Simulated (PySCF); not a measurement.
# Spinor energies of Ga²⁺ (gallium, charge +2)

Start: [Ar] 3d9 4s2; 3d3/2 filled at m_j = -3/2, -1/2, +1/2, +3/2; 3d5/2 filled at m_j = -3/2, -1/2, +1/2, +3/2, +5/2. Calculated with PySCF 2.14 in x2c-TZVPall-2c with one added diffuse shell each of s, p, d type (7s8p5d1f, 63 functions): generalised Hartree-Fock with the X2C-1e Hamiltonian and a Gaussian nucleus; one run each with spin-orbit coupling (SO) switched off, then screened by Boettger's factors. This is a chosen level, not necessarily the ground level.

```csv
spinor shell,electrons,"ε, spin-free (eV)","ε, screened SO (eV)",weight of nominal j (screened SO),"rms radius, screened SO (bohr)"
1s1/2,2,-10473.3,-10473.1,1.000,0.0560
2s1/2,2,-1373.8,-1373.7,1.000,0.235
2p1/2,2,-1195.5,-1214.8,0.999,0.209
2p3/2,4,-1195.5,-1186.1,1.000,0.212
3s1/2,2,-209.24,-209.22,1.000,0.692
3p1/2,2,-152.61,-156.58,0.956,0.720
3p3/2,4,-152.61,-150.66,0.978,0.731
3d3/2,4,-61.706,-62.517,0.839,0.835
3d5/2,5,-61.706,-61.074,0.871,0.842
4s1/2,2,-31.618,-31.617,1.000,2.19
```

```
   quantity    spin-free  screened SO
E (hartree)  -1940.66420  -1940.73403
        M_J          5/2          5/2
       ⟨J²⟩        8.753        8.753
       ⟨L²⟩        6.003        6.005
       ⟨S²⟩        0.750        0.752
```

Each row is a mean over spinors that exchange with the open shell spreads, by up to 8.519 eV (3p3/2).

Rows whose weight is well below 1 are mixtures of j = l ± 1/2: exchange outweighs spin-orbit coupling there, and the label is only the starting occupation.

Without spin-orbit coupling the j labels of p, d and f shells carry no meaning; the spin-free column gives the mean over the occupied spinors of each nl shell.
